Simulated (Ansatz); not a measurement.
Consider the substitution at a C–C bond: `BC(C)(C)C` + `BN[SiH2]F` → `BN(C)[SiH2]F` + `BC(C)C`.

Gas-phase electronic energies from Ansatz, PBE0-D4/def2-TZVP geometries. CCSD(T)/CBS is the MP2 limit (def2-TZVPP, def2-QZVPP) plus CCSD(T) − MP2 in def2-TZVPP, frozen cores. DFT in def2-TZVPP. B3LYP here is the variant with VWN-RPA as its local correlation; programs differ in this. One conformer a species, not always the lowest.

Is it downhill or uphill in electronic energy at CCSD(T)/CBS, and by how much? (An estimate is asked.)

Computed: Uphill: ΔE = +39.1 kJ/mol.

What do these levels give: PBE-D4, B3LYP, MP2/def2-TZVPP, SCS-MP2/def2-TZVPP, HF/CBS(def2), CCSD/CBS(def2)? (Estimate.)

The calculation gave: PBE-D4 31.9, B3LYP 29.0, MP2/def2-TZVPP 43.4, SCS-MP2/def2-TZVPP 39.2, HF/CBS(def2) 31.3, CCSD/CBS(def2) 38.2 kJ/mol.

Largest T1 diagnostic among the species: 0.012.

In def2-TZVPP, CCSD(T) changes the Hartree–Fock value by +7.1 kJ/mol (the triples alone add +0.8 kJ/mol) and MP2 by +11.9 kJ/mol.
